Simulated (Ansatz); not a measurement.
Calculated with Ansatz (gas phase, PBE0-D4/def2-TZVP geometries, no zero-point term in ΔE). CBS: MP2 limit from def2 TZ/QZ plus the TZ coupled-cluster correction, frozen cores. This one scheme is used for every species. Functionals use def2-TZVPP. B3LYP here is the variant with VWN-RPA as its local correlation; programs differ in this. HSE06 is defined as in plane-wave codes. For Ge outer-core shells are correlated without core-valence functions, which leaves a few kJ/mol of doubt a bond. Scalar relativity is left out up to krypton. Each species was taken in one conformer, which may not be the lowest.

`[CH3][GeH2][CH3]` + H₂S → `[CH3][GeH2][SH]` + CH₄  (ligand exchange at a Ge–C bond)

```tsv
level	ΔE (kcal/mol)	difference from CCSD(T)/CBS
LDA (SPW92)	-15.5	0.2
PBE-D4	-16.9	-1.2
r2SCAN-D4	-17.2	-1.5
B97M-V	-17.4	-1.7
PBE0-D4	-16.9	-1.2
B3LYP-D4	-17.0	-1.3
r2SCANh-D4	-17.2	-1.5
r2SCAN0-D4	-17.1	-1.4
HSE06-D4	-17.0	-1.3
BHLYP-D4	-17.3	-1.6
ωB97X-V	-16.1	-0.4
ωB97M-V	-16.0	-0.3
B2PLYP	-16.4	-0.7
PBE	-16.7	-1.0
revPBE	-16.9	-1.2
BLYP	-16.6	-0.9
r2SCAN	-17.2	-1.5
PBE0	-16.7	-1.0
B3LYP	-16.6	-0.9
r2SCANh	-17.1	-1.4
r2SCAN0	-17.1	-1.4
HSE06	-16.8	-1.1
BHLYP	-16.8	-1.1
CAM-B3LYP	-15.8	-0.1
RPA@PBE/def2-TZVPP	-14.2	1.5
HF/def2-SVP	-17.0	-1.3
MP2/def2-SVP	-16.1	-0.4
CCSD/def2-SVP	-15.5	0.2
CCSD(T)/def2-SVP	-15.5	0.2
HF/def2-TZVPP	-17.2	-1.5
SCS-MP2/def2-TZVPP	-15.8	-0.1
CCSD/def2-TZVPP	-15.0	0.7
CCSD(T)/def2-TZVPP	-15.1	0.6
HF/def2-QZVPP	-17.2	-1.5
MP2/def2-QZVPP	-16.3	-0.6
CCSD/def2-QZVPP	-15.4	0.3
CCSD(T)/def2-QZVPP	-15.6	0.1
HF/CBS(def2)	-17.2	-1.5
MP2/CBS(def2)	-16.5	-0.8
CCSD/CBS(def2)	-15.6	0.1
CCSD(T)/CBS	-15.7	0
```

What do rigid-rotor, harmonic-oscillator terms from PBE0-D4/def2-TZVP frequencies (298.15 K, 1 bar) make of the CCSD(T)/CBS value? (Best estimate.)

The calculation gave: ΔZPE = +1.6 kcal/mol, ΔH = -14.1 kcal/mol, ΔS = -5 J/(mol·K), ΔG = -13.8 kcal/mol.

Largest T1 diagnostic among the species: 0.010.

Leaving LDA and LC-ωPBE aside and taking each functional with its dispersion term where it has one, the values, not all of them listed here, spread over 1.3 kcal/mol, from B97M-V to CAM-B3LYP-D4. LDA lies +1.2 kcal/mol from PBE without D4. In def2-TZVPP, CCSD(T) changes the Hartree–Fock value by +2.1 kcal/mol (the triples alone add −0.1 kcal/mol) and MP2 by +1.3 kcal/mol.
